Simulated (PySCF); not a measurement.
germylsilane (H6GeSi), singlet, at a GFN2-xTB geometry. Base run: R2SCAN/3-21G (PySCF).

The PySCF input:
```python
from pyscf import gto, scf, dft

mol = gto.Mole()
mol.atom = '''
    Si   -1.56704071    0.16693932    0.03758954
    Ge    0.74957058   -0.07985294   -0.01798040
    H    -2.14643979   -0.68810588    1.07390640
    H    -1.92532104    1.55570653    0.32693199
    H    -2.15072553   -0.20470937   -1.25157588
    H     1.24574300   -1.41299042   -0.49700975
    H     1.48093017    0.88627488   -0.90376928
    H     1.44812445    0.08196777    1.30063566
'''
mol.basis = '3-21g'
mol.verbose = 4
mol.build()

mf = dft.RKS(mol)
mf.xc = 'r2scan'
mf.kernel()
mf.analyze()
```

The base run was repeated with changes; each row names its change, and settings that it needs were set with it.

```json
[
 {"change": "base", "ΔE vs base (mEh)": "0.000", "fitting functions": "-", "dipole (D)": "0.33"},
 {"change": "auxbasis = cc-pvtz-ri", "ΔE vs base (mEh)": "-9262.7", "fitting functions": "468", "dipole (D)": "0.34"},
 {"change": "auxbasis = cc-pvtz-jkfit", "ΔE vs base (mEh)": "-0.601", "fitting functions": "508", "dipole (D)": "0.33"},
 {"change": "auxbasis = default (with mf = mf.density_fit())", "ΔE vs base (mEh)": "-0.510", "fitting functions": "502", "dipole (D)": "0.33"},
 {"change": "auxbasis = def2-tzvp-ri", "ΔE vs base (mEh)": "-9563.9", "fitting functions": "362", "dipole (D)": "0.34"},
 {"change": "auxbasis = even-tempered beta=3.0", "ΔE vs base (mEh)": "-11.747", "fitting functions": "224", "dipole (D)": "0.34"},
 {"change": "auxbasis = def2-universal-jfit", "ΔE vs base (mEh)": "-4.658", "fitting functions": "175", "dipole (D)": "0.33"},
 {"change": "auxbasis = cc-pvdz-jkfit", "ΔE vs base (mEh)": "-0.628", "fitting functions": "421", "dipole (D)": "0.33"},
 {"change": "auxbasis = even-tempered beta=1.6", "ΔE vs base (mEh)": "-2.790", "fitting functions": "499", "dipole (D)": "0.35"},
 {"change": "auxbasis = def2-svp-ri", "ΔE vs base (mEh)": "-9993.9", "fitting functions": "273", "dipole (D)": "0.33"}
]
```

A fitting set is made for a task (jfit for Coulomb, jkfit for Coulomb and exchange, ri for correlation) and for a family of orbital bases.
